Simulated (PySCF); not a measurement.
**Telling isomers of C6H11F apart by NMR**

[PySCF 2.14: geometry from GFN2-xTB; shieldings: GIAO PBE0/pcSseg-1; equivalent nuclei averaged; single conformer; non-relativistic; isolated molecule]

Shifts are taken against calculated references (same method and geometry level): ¹H, ¹³C against TMS. Splittings of carbon signals by F and P are missing where no couplings were computed. Where no couplings were computed, multiplicities follow the n + 1 count of equivalent neighbours, and m marks all less simple cases (inequivalent or close neighbours, rings, F or P nearby). Shifts are as computed. Against solution values, carbons near 30 ppm lie about +3 ppm off and those near 130 ppm about +5 ppm. Of 1211 compounds with measured shifts, 218 miss one by over three times the rms of a fit or turn the order of signals round; such compounds aren't used in these exercises.

(1) Tabulate the signals of `FC1CCCCC1`, `C=C(CC)CCF`, `C=C[C@@H](C)[C@@H](C)F` and their relative energies.

(2) What is the quickest way to tell C=C(CC)CCF from C=C[C@@H](C)[C@@H](C)F?

(3) What is the quickest way to tell FC1CCCCC1 from C=C(CC)CCF?

(4) What is the quickest way to tell FC1CCCCC1 from C=C[C@@H](C)[C@@H](C)F?

Results:

(1) 
```json
{"SMILES": "FC1CCCCC1", "carbon types": "1×CH 5×CH2", "δC": "90.3, 35.3, 30.0, 24.3", "δH": "4.98 (m, 1H), 2.10 (m, 2H), 1.84 (m, 2H), 1.77 (m, 1H), 1.53 (m, 2H), 1.24 (m, 2H), 1.14 (m, 1H)", "E rel. (kcal/mol)": "0.0"}
{"SMILES": "C=C(CC)CCF", "carbon types": "1×C 4×CH2 1×CH3", "δC": "161.8, 116.5, 89.4, 40.4, 34.4, 15.7", "δH": "5.08 (br s, 1H), 4.91 (br s, 1H), 4.79 (m, 2H), 2.47 (m, 2H), 2.39 (q, 2H), 1.14 (t, 3H)", "E rel. (kcal/mol)": "26.5"}
{"SMILES": "C=C[C@@H](C)[C@@H](C)F", "carbon types": "3×CH 1×CH2 2×CH3", "δC": "152.9, 119.2, 95.4, 50.3, 21.1, 13.7", "δH": "6.49 (m, 1H), 5.32 (m, 1H), 5.27 (m, 1H), 4.80 (m, 1H), 1.81 (m, 1H), 1.32 (m, 3H), 1.15 (d, 3H)", "E rel. (kcal/mol)": "24.3"}
```

Energies are electronic energies at PBE0/pcSseg-1 on these geometries, without zero-point or thermal terms, each for the one conformer computed, which needn't be the lowest.

(2) Both give the same number of carbon signals, but DEPT or the intensities differ. The first has a fully substituted alkene carbon (C) at 161.8 ppm, the second an alkene CH at 152.9 ppm. In the proton spectra the most deshielded non-exchanging signals are 5.08 (br s, 1H) and 6.49 (m, 1H).

(3) Count the carbon signals: 4 against 6. The first has an sp3 CH bonded to F at 90.3 ppm, the second a fully substituted alkene carbon (C) at 161.8 ppm.

(4) Count the carbon signals: 4 against 6. The first has an sp3 CH2 in a ring at 35.3 ppm, the second an alkene CH at 152.9 ppm. Their most deshielded carbons lie at 90.3 and 152.9 ppm. In the proton spectra the most deshielded non-exchanging signals are 4.98 (m, 1H) and 6.49 (m, 1H).
